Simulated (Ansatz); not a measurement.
From F to I: the vertical ionisation energy

One atom is swapped for its congeners: C2H3F `C=CF`; C2H3Cl `C=CCl`; C2H3Br `C=CBr`; C2H3I (vinyl iodide) `C=CI`. All are singlets with charge 0.

Shapes, held fixed at every level: PBE0-D4/def2-TZVP. Programs: Ansatz 0.2.0. Values in eV.

| level | C2H3F | C2H3Cl | C2H3I |
| --- | --- | --- | --- |
| PBE-D4/def2-TZVPP | 10.39 | 9.86 | 9.10 |
| r2SCAN-D4/def2-TZVPP | 10.31 | 9.86 | 9.15 |
| B3LYP-D4/def2-TZVPP | 10.47 | 9.96 | 9.24 |
| PBE0-D4/def2-TZVPP | 10.39 | 9.94 | 9.23 |
| wB97X-V/def2-TZVPP | 10.39 | 10.01 | 9.35 |
| B2PLYP/def2-TZVPP | 10.43 | 9.96 | 9.24 |

(1) Estimate the column for C2H3Br from its neighbours.

Answers

(1) The mean of the neighbours at B2PLYP/def2-TZVPP is 9.60 eV, against 9.73 from the run: the member lies nearer Cl. All rows: PBE-D4/def2-TZVPP 9.59; r2SCAN-D4/def2-TZVPP 9.64; B3LYP-D4/def2-TZVPP 9.72; PBE0-D4/def2-TZVPP 9.71; wB97X-V/def2-TZVPP 9.82; B2PLYP/def2-TZVPP 9.73 eV. At B2PLYP/def2-TZVPP the vertical ionisation energy falls at every step, from 10.43 to 9.24 eV. Every level shows the same order. For atoms past krypton def2 sets carry core potentials with scalar relativity. Relativity is left out for Br unless named. Correlated rows may include outer-core shells of Br, I, which these sets cover unevenly. The lone pairs of the heavier congeners lie higher, so an electron comes off more easily. Spin-orbit coupling, which grows down the group, is left out.
